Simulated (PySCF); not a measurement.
Compound: C4H9B.
SMILES with atom numbers: `[BH2:1][C:2](=[CH2:3])[CH2:4][CH3:5]` (hydrogens: H6, H7 on B1; H8, H9 on C3; H10, H11 on C4; H12, H13, H14 on C5)

Method: PBE0-D3(BJ)/def2-SVP geometry optimisation, gas phase (PySCF); density fitting, grid level 1; the optimiser is geomeTRIC in internal coordinates, started from a GFN2-xTB structure with every atom displaced at random (about 0.01 Å).

Step 0: E = -4960.2056 eV
```
atom  x, y, z in Å  |  force x, y, z in eV/Å
B1      0.6221    1.6982   -0.3158   -0.331   0.097  -0.126
C2      0.6745    0.2428    0.1392   -0.310  -0.214  -0.825
C3      1.4205   -0.1148    1.1736    1.406   0.816   1.452
C4     -0.0887   -0.8064   -0.5849   -1.991   0.033   0.628
C5     -1.6110   -0.6816   -0.2603    0.868   0.168   0.243
H6     -0.0402    2.0327   -1.2547   -0.165   0.027  -0.345
H7      1.2091    2.5412    0.2617    0.476   0.495   0.435
H8      1.5382   -1.1326    1.5102   -0.088  -0.732   0.110
H9      2.0139    0.6148    1.7579   -0.291  -0.114  -0.262
H10     0.0107   -0.6916   -1.6485    0.292  -0.002  -0.974
H11     0.2129   -1.8112   -0.2942    0.350  -0.385  -0.020
H12    -1.7675   -0.8293    0.8212   -0.073  -0.056  -0.071
H13    -2.2196   -1.3990   -0.8111   -0.114  -0.300  -0.169
H14    -1.9819    0.3218   -0.5019   -0.028   0.169  -0.076
```

Task: Estimate the geometry and energy of step 1. (The exact step hangs on the optimiser's Hessian estimate; all steps are aligned on step 0, rigid shifts and turns removed.)

Result: E = -4960.3391 eV, largest force 0.238 eV/Å
```
atom  x, y, z in Å  |  force x, y, z in eV/Å
B1      0.6166    1.7081   -0.2898    0.053  -0.045  -0.048
C2      0.6819    0.2215    0.1379   -0.029   0.077   0.123
C3      1.4737   -0.0948    1.1861   -0.073  -0.144  -0.175
C4     -0.1411   -0.8241   -0.5717   -0.020  -0.011  -0.139
C5     -1.6302   -0.6828   -0.2670   -0.043  -0.033  -0.025
H6     -0.0259    2.0487   -1.2567   -0.043   0.026  -0.023
H7      1.2344    2.5483    0.3231    0.007  -0.016   0.038
H8      1.5892   -1.1305    1.5362    0.004   0.058   0.019
H9      2.0430    0.6730    1.7116    0.063   0.072   0.075
H10     0.0068   -0.7225   -1.6648    0.017  -0.028   0.141
H11     0.2028   -1.8363   -0.2961   -0.009   0.015  -0.020
H12    -1.8300   -0.8347    0.8050    0.002  -0.005   0.012
H13    -2.2335   -1.4128   -0.8324    0.064   0.039   0.033
H14    -1.9946    0.3237   -0.5292    0.007  -0.005  -0.012
```

The energy changes by -0.1335 eV. The first-order estimate −F·Δx gives -0.2797 eV and the mean of the old and new forces, exact on a quadratic surface, -0.1344 eV. The step makes an angle of 65° with the force vector and moves no atom by more than 0.080 Å.

What follows is the cost of the whole optimisation. On one thread of an Arm Neoverse V2 (shared host), this took 20 s of wall time and 0.48 GiB of memory at its peak.
